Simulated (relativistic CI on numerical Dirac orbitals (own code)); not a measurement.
## Calculated levels, Cs38+

These numbers are calculated, not measured: Dirac-Coulomb-Breit CI, orbitals from a KLI potential per configuration, model QED, unscaled Slater integrals (own radial code, finite nucleus).

Configuration list (outside the closed core [Ne]): 3s2 3p5, 3s 3p6, 3s2 3p4 3d, 3s 3p5 3d, 3p6 3d, 3s 3p4 3d2, 3s2 3p3 3d 4p, 3p6 4s, 3s 3p4 3d 4s, 3s2 3p4 4s, 3p6 4p, 3s2 3p4 4p, 3s2 3p3 3d2, 3s2 3p2 3d3, 3s 3p3 3d3, 3s2 3p2 3d2 4s, 3s2 3p2 3d2 4p. Double excitations out of closed p, d and f shells are left out; levels of such configurations are missing from the list, as are those of other unlisted configurations, and high levels can miss mixing partners.

The lowest level is 3s2 3p5 2P°_3/2, with 98 % of that term; Hund's rules for 3s2 3p5 give 2P° with J = 3/2, in agreement.

```tsv
No.	Configuration	Term	J	E (eV)	%	Next component (%)	jj configuration (%)
1	3s2 3p5	2P°	3/2	0.000	98	1 3s2 3p3 3d2 2P°	3p3/2^3 (98)
2	3s2 3p5	2P°	1/2	84.521	98	1 3s2 3p3 3d2 2P°	3p1/2 3p3/2^4 (98)
3	3p4(3P) 3d	4D	3/2	159.938	41	32 2D	3p3/2^2 3d3/2 (98)
4	3p4(3P) 3d	4D	5/2	162.450	50	18 2D	3p3/2^2 3d3/2 (88)
5	3p4(3P) 3d	4P	1/2	162.818	42	25 2P	3p3/2^2 3d3/2 (92)
6	3p4(3P) 3d	4F	7/2	167.201	34	26 2F	3p3/2^2 3d3/2 (93)
7	3p4(1S) 3d	2D	3/2	178.830	56	19 4F	3p3/2^2 3d3/2 (90)
8	3p4(3P) 3d	2P	1/2	179.121	43	24 2S	3p3/2^2 3d5/2 (77)
9	3p4(3P) 3d	2F	7/2	180.518	47	41 4D	3p3/2^2 3d5/2 (92)
10	3p4(3P) 3d	4F	9/2	182.684	70	29 2G	3p3/2^2 3d5/2 (99)
11	3p4(1S) 3d	2D	5/2	201.413	50	24 4P	3p3/2^2 3d5/2 (97)
12	3p4(1D) 3d	2D	3/2	204.957	37	24 2P	3p3/2^2 3d5/2 (83)
13	3p4(3P) 3d	2D	5/2	207.246	33	26 2F	3p3/2^2 3d5/2 (77)
14	3s 3p6	2S	1/2	214.813	51	31 3s2 3p4 3d 4P	3s (51)
15	3p4(3P) 3d	4D	1/2	236.612	76	18 2P	3p1/2 3p3/2^3 3d3/2 (94)
16	3p4(3P) 3d	4D	3/2	243.836	35	23 4F	3p1/2 3p3/2^3 3d3/2 (91)
17	3p4(3P) 3d	4F	5/2	251.494	40	37 2F	3p1/2 3p3/2^3 3d3/2 (95)
18	3p4(1D) 3d	2G	7/2	252.383	60	24 2F	3p1/2 3p3/2^3 3d3/2 (98)
19	3p4(3P) 3d	4F	7/2	261.013	40	37 4D	3p1/2 3p3/2^3 3d5/2 (97)
20	3p4(1D) 3d	2P	3/2	266.511	49	29 4P	3p1/2 3p3/2^3 3d5/2 (96)
21	3p4(3P) 3d	2F	5/2	269.941	47	22 4P	3p1/2 3p3/2^3 3d5/2 (97)
22	3p4(1D) 3d	2G	9/2	270.322	70	28 4F	3p1/2 3p3/2^3 3d5/2 (98)
23	3p4(1D) 3d	2D	5/2	274.716	57	26 4P	3p1/2 3p3/2^3 3d5/2 (86)
24	3p4(1D) 3d	2P	3/2	277.199	61	13 2D	3p1/2 3p3/2^3 3d3/2 (77)
25	3p4(3P) 3d	2D	5/2	278.107	60	32 2F	3p1/2 3p3/2^3 3d3/2 (78)
26	3p4(1D) 3d	2S	1/2	279.246	41	22 2P	3p1/2 3p3/2^3 3d3/2 (72)
27	3p4(1D) 3d	2F	7/2	281.559	79	10 4F	3p1/2 3p3/2^3 3d5/2 (98)
28	3p4(3P) 3d	2D	3/2	297.313	71	13 4F	3p1/2 3p3/2^3 3d5/2 (71)
29	3p4(3P) 3d	2P	1/2	307.575	74	20 2S	3p1/2 3p3/2^3 3d5/2 (85)
30	3p3(2P°) 3d2(3F)	4F°	3/2	328.925	27	21 6F°	3p3/2 3d3/2^2 (92)
31	3p3(2P°) 3d2(3F)	4D°	1/2	330.798	40	30 6F°	3p3/2 3d3/2^2 (87)
32	3p3(2P°) 3d2(3F)	4F°	5/2	331.413	25	21 6F°	3p3/2 3d3/2^2 (84)
33	3s2 3p3 3d2	4F°	7/2	334.438	16	16 6F°	3p3/2 3d3/2^2 (83)
34	3s 3p5 3d	4P°	1/2	344.183	51	31 3s2 3p3 3d2 4P°	3s 3p3/2^3 3d3/2 (53)
35	3p3(2P°) 3d2(3P)	4P°	3/2	344.260	24	20 6P°	3p3/2 3d3/2^2 (60)
36	3p3(2P°) 3d2(3F)	4D°	3/2	346.895	22	16 3s 3p5 3d 4P°	3p3/2 3d3/2 3d5/2 (60)
37	3p3(4S°) 3d2(3F)	6F°	9/2	348.108	30	28 4G°	3p3/2 3d3/2 3d5/2 (90)
38	3s2 3p3 3d2	2F°	7/2	349.772	28	14 4G°	3p3/2 3d3/2 3d5/2 (79)
39	3p3(2P°) 3d2(3F)	4D°	5/2	350.087	15	13 4F°	3p3/2 3d3/2 3d5/2 (63)
40	3p3(2P°) 3d2(3P)	4D°	7/2	356.280	23	17 2F°	3p3/2 3d3/2 3d5/2 (68)
41	3p3(2P°) 3d2(3F)	4G°	11/2	357.047	42	29 6F°	3p3/2 3d3/2 3d5/2 (67)
42	3p3(4S°) 3d2(3P)	6P°	5/2	357.285	31	20 4P°	3p3/2 3d3/2 3d5/2 (90)
43	3p4(1S) 3d	2D	3/2	358.574	62	16 4F	3p3/2^4 3d3/2 (87)
44	3p4(1S) 3d	2D	5/2	360.992	44	18 2F	3p3/2^4 3d5/2 (96)
45	3p3(2D°) 3d2(3F)	4F°	5/2	363.701	17	16 2F°	3p3/2 3d3/2 3d5/2 (43)
46	3p3(4S°) 3d2(3P)	4P°	1/2	364.872	32	30 3s 3p5 3d 4P°	3p3/2 3d3/2 3d5/2 (54)
47	3p3(2D°) 3d2(3F)	4H°	7/2	365.701	17	16 4D°	3p3/2 3d3/2 3d5/2 (62)
48	3s 3p5 3d	4P°	3/2	369.212	21	18 3s2 3p3 3d2 2P°	3p3/2 3d3/2 3d5/2 (43)
49	3p3(2P°) 3d2(1D)	2D°	5/2	371.989	25	19 3s 3p5 3d 2D°	3p3/2 3d5/2^2 (31)
50	3p3(4S°) 3d2(3F)	4F°	3/2	372.285	29	15 4D°	3p3/2 3d3/2 3d5/2 (59)
51	3p3(2P°) 3d2(1D)	2P°	1/2	374.063	29	22 3s 3p5 3d 2P°	3p3/2 3d3/2 3d5/2 (36)
52	3s 3p5 3d	4F°	9/2	375.326	61	17 3s2 3p3 3d2 4F°	3s 3p3/2^3 3d5/2 (61)
53	3s 3p5 3d	4F°	7/2	377.099	36	16 3s2 3p3 3d2 2F°	3p3/2 3d3/2 3d5/2 (32)
54	3p3(2P°) 3d2(3P)	2D°	3/2	377.304	19	16 4F°	3p3/2 3d3/2 3d5/2 (56)
55	3p3(2D°) 3d2(1G)	2H°	9/2	377.673	33	32 2G°	3p3/2 3d3/2 3d5/2 (78)
56	3s 3p5 3d	4F°	5/2	378.063	27	15 3s2 3p3 3d2 4G°	3s 3p3/2^3 3d3/2 (43)
57	3s 3p5 3d	2F°	7/2	379.047	25	22 3s2 3p3 3d2 2F°	3p3/2 3d5/2^2 (62)
58	3p3(2P°) 3d2(1G)	2H°	11/2	383.243	35	27 4G°	3p3/2 3d5/2^2 (63)
59	3p3(2P°) 3d2(1G)	2F°	5/2	384.145	19	18 2D°	3p3/2 3d3/2 3d5/2 (63)
60	3p3(2P°) 3d2(3F)	4F°	3/2	386.211	17	17 3s 3p5 3d 4F°	3s 3p3/2^3 3d3/2 (35)
61	3p3(4S°) 3d2(1D)	4D°	1/2	387.754	37	23 3s 3p5 3d 4D°	3p3/2 3d5/2^2 (38)
62	3s 3p5 3d	4F°	9/2	390.324	23	19 3s2 3p3 3d2 4F°	3p3/2 3d5/2^2 (43)
63	3s 3p5 3d	4P°	5/2	390.866	16	13 2F°	3s 3p3/2^3 3d3/2 (26)
64	3s 3p5 3d	2D°	3/2	394.067	30	26 2P°	3s 3p3/2^3 3d5/2 (51)
65	3s 3p5 3d	2F°	7/2	396.411	21	13 3s2 3p3 3d2 2F°	3p3/2 3d5/2^2 (42)
66	3p3(4S°) 3d2(3P)	2P°	1/2	396.411	37	34 4D°	3p3/2 3d3/2 3d5/2 (52)
67	3s 3p5 3d	2F°	5/2	396.473	22	18 2D°	3s 3p3/2^3 3d5/2 (26)
68	3s 3p5 3d	4D°	7/2	400.583	39	17 2F°	3s 3p3/2^3 3d5/2 (55)
69	3p3(4S°) 3d2(1D)	4D°	3/2	407.675	30	14 2D°	3p3/2 3d5/2^2 (50)
70	3p3(4S°) 3d2(3F)	4F°	5/2	408.855	20	19 4D°	3p3/2 3d5/2^2 (61)
```

Energies count from the lowest computed level; ° marks odd parity. Percentages are summed over parent terms; the parents shown are those of the largest component, closed shells are left out there. Filled j subshells are mostly left out of the jj labels.

The mean weight of the leading LS term, summed over parents, in these 70 levels is 40 %, and that of the leading jj configuration (from the same eigenvectors) 71 %, so jj coupling describes them better and the LS labels are nominal.

At this charge energies of transitions that change n are usually good to better than 1 %, and those within a shell (Δn = 0) to a few per cent.

LS names give the leading component of a level, which can be under half, so a name can repeat, a term be missing and a line seem to break the LS rules.
